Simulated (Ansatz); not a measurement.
Geometry optimisation, Ansatz 0.2.0, RKS PBE/def2-SVP.

The input (input.yaml):

```yaml
crystal:
  periodic: [false, false, false]
  atoms:
    - { symbol: Ge, position_ang: [0.481505, 0.421943, -0.353907] }
    - { symbol: O, position_ang: [0.406847, 0.159726, 2.609769] }
    - { symbol: H, position_ang: [-0.215635, -0.407758, 2.097107] }
    - { symbol: O, position_ang: [1.71864, -0.662063, -1.019215] }
    - { symbol: H, position_ang: [1.324583, -1.373185, -1.554714] }
    - { symbol: F, position_ang: [-0.490573, 1.055777, -1.674159] }
    - { symbol: F, position_ang: [-0.734295, -0.672577, 0.373028] }
    - { symbol: Si, position_ang: [1.31664, 2.139652, 0.981489] }
    - { symbol: H, position_ang: [2.492566, 1.691944, 1.785913] }
    - { symbol: H, position_ang: [1.759208, 3.200061, 0.004419] }
    - { symbol: H, position_ang: [0.196572, 2.736436, 1.784145] }
    - { symbol: H, position_ang: [-0.158259, 0.935542, 2.851222] }
basis:
  gaussian: { orbitals: def2-SVP }
hamiltonian:
  xc: pbe
relax:
  f_tol: 0.03
  max_steps: 50
```

Run as:

```bash
$ ansatz run input.yaml --threads 4 --pin off --max-ram 5120MiB --backend cpu --events-out ev --progress --plain --runs-dir out
```

Problem. Where does it end, and by what steps?

Solution. It converged. The force dipped under the threshold on the way, but the program's further checks kept it going. After 23 steps the energy has fallen by 0.254 eV; F7 moved furthest, 1.70 Å.

```csv
step,energy less start (eV),largest force component (eV/Å),accepted
0,0.0000,0.615,yes
1,-0.0735,0.508,yes
2,-0.0742,0.371,yes
3,-0.0868,0.855,yes
4,-0.0980,0.186,yes
5,-0.1085,0.089,yes
6,-0.1116,0.041,yes
7,-0.1132,0.040,yes
8,-0.1120,0.521,no
9,-0.1172,0.027,yes
10,-0.1209,0.221,yes
11,-0.1230,0.347,yes
12,-0.1265,0.285,yes
13,-0.1369,0.190,yes
14,-0.1467,0.297,yes
15,-0.1523,0.470,yes
16,-0.1725,0.317,yes
17,-0.1989,0.128,yes
18,-0.2169,0.295,yes
19,-0.2285,0.587,yes
20,-0.2328,0.691,yes
21,-0.2483,0.076,yes
22,-0.2486,0.312,yes
23,-0.2543,0.025,yes
```

```xyz
12
Properties=species:S:1:pos:R:3
Ge 0.668 0.290 -0.094
O -0.403 0.635 2.452
H -0.126 -0.305 2.457
O 1.270 -0.051 -1.734
H 0.828 -0.833 -2.118
F -1.101 0.393 -0.243
F 0.816 -1.242 0.795
Si 1.682 2.159 0.976
H 2.374 1.655 2.203
H 2.688 2.760 0.032
H 0.604 3.155 1.271
H -1.204 0.609 1.888
```

Whether the end is a true minimum wasn't checked by a vibrational analysis.

Run time: 44 s on 4 threads of Arm Neoverse V1 (shared host), peak memory 0.2 GiB.
